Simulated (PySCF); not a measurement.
**MF₂ across the fifth-period p block**

Level: PBE0, basis family def2-TZVP, scalar-relativistic core potentials from Rb on and no relativity for lighter atoms.

Each entry is the lowest minimum that a search over a few typed start shapes (and spin states, where more than one is plausible) found, or that minimum re-optimised at the stated level; isomers with ligand–ligand bonds, or fragments after loss of a ligand pair, can lie lower. Open shells are unrestricted; no spin–orbit coupling; PySCF with density fitting.

| molecule | 2S+1 | point group | mean bond to the central atom (Å) | lowest ω (cm⁻¹) | polar-tensor charge of the central atom | atomisation (kJ/mol) | dipole (D) |
| --- | --- | --- | --- | --- | --- | --- | --- |
| SnF₂ | ? | ? | ? | ? | ? | ? | ? |
| SbF₂ | 2 | C2v | 1.904 | 204 | 1.21 | 825 | 3.23 |
| TeF₂ | 1 | C2v | 1.890 | 209 | 1.08 | 706 | 2.82 |

Fill in the row of SnF₂.

2S+1: 1; point group: C2v; mean bond to the central atom (Å): 1.932; lowest ω (cm⁻¹): 192; polar-tensor charge of the central atom: 1.33; atomisation (kJ/mol): 979; dipole (D): 3.72.

The bond shortens at every step; the largest change, -0.028 Å, falls between SnF₂ and SbF₂ among the members listed.

Left out of the table are members whose search was unfinished or whose lowest solution was spin-contaminated, unstable, very soft or bonded differently.
